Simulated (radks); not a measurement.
Values are calculated unless marked as measured or tabulated.
Spherical quantum dot in the effective-mass picture: electrons in a hard-walled sphere of radius 5.56, with a point charge +1 (a donor) at the centre, all in effective atomic units (hartree* = m*/eps^2 hartree, bohr* = eps/m* bohr), one dielectric constant everywhere. Level of theory: non-relativistic Kohn-Sham, r2SCAN, spin-polarised, spherical densities, generalised Kohn-Sham scheme (a radial shooting solver with Libxc functionals). Levels are named by radial order and angular momentum (1s, 1p, 1d, 2s, ...), and open shells are averaged over m.

N = 3, configuration 1s2 1p(up 1, down 0). This is the lowest configuration that the search found. Occupied and some empty levels:

| level | occupation | eigenvalue (hartree*) | <r> (bohr*) |
|---|---|---|---|
| 1s up | 1 | 0.39672 | 2.234 |
| 1s down | 1 | 0.41709 | 1.972 |
| 1p up | 1 | 0.64610 | 3.330 |
| 1p down | 0 | 0.69983 | 3.252 |
| 2s up | 0 | 0.78740 | 2.721 |
| 2s down | 0 | 0.80451 | 2.876 |
| 1d up | 0 | 0.87492 | 3.633 |
| 1d down | 0 | 0.92744 | 3.580 |
| 1f up | 0 | 1.1532 | 3.829 |
| 1f down | 0 | 1.2022 | 3.781 |

Energy (hartree*): total 0.0651433, kinetic 0.89857, external -1.7768, Hartree 1.6241, exchange-correlation -0.68077.
